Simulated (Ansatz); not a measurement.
Computed with Ansatz on PBE0-D4/def2-TZVP structures; ΔE is electronic, products minus reactants. CCSD(T)/CBS is the MP2 limit (def2-TZVPP, def2-QZVPP) plus CCSD(T) − MP2 in def2-TZVPP, frozen cores. This one scheme is used for every species. Functionals use def2-TZVPP. B3LYP here is the variant with VWN-RPA as its local correlation; programs differ in this. Each species was taken in one conformer, which may not be the lowest.

Consider the formal exchange of groups at the Al–O bond: `C[SiH2][AlH][O][SiH3]` + CH₄ → `[CH3][AlH][SiH2]C` + silanol.

```tsv
level	ΔE (kJ/mol)	difference from CCSD(T)/CBS
PBE-D4	163.2	-11.3
r2SCAN-D4	174.5	0.0
PBE0-D4	166.7	-7.8
B3LYP-D4	180.0	5.5
ωB97X-V	173.3	-1.2
ωB97M-V	171.8	-2.7
B2PLYP	178.1	3.6
PBE	160.1	-14.4
r2SCAN	173.4	-1.1
PBE0	163.7	-10.8
B3LYP	175.2	0.7
HF/def2-TZVPP	187.4	12.9
MP2/def2-TZVPP	177.8	3.3
SCS-MP2/def2-TZVPP	180.3	5.8
CCSD/def2-TZVPP	176.7	2.2
CCSD(T)/def2-TZVPP	175.3	0.8
HF/def2-QZVPP	188.9	14.4
MP2/def2-QZVPP	177.9	3.4
SCS-MP2/def2-QZVPP	180.3	5.8
HF/CBS(def2)	189.1	14.6
MP2/CBS(def2)	177.1	2.6
CCSD/CBS(def2)	175.9	1.4
CCSD(T)/CBS	174.5	0
```

Largest T1 diagnostic among the species: 0.012.

The D4 term adds +4.8 kJ/mol with B3LYP and +3.0 kJ/mol with PBE0; it sums over pairs of atoms, weighted by their polarisabilities, and B3LYP, whose exchange is more repulsive, gets the larger term. In def2-TZVPP, CCSD(T) changes the Hartree–Fock value by −12.1 kJ/mol (the triples alone add −1.4 kJ/mol) and MP2 by −9.6 kJ/mol. From PBE to PBE0 (25 % exact exchange), in def2-TZVPP and without D4, ΔE moves by +3.6 kJ/mol.
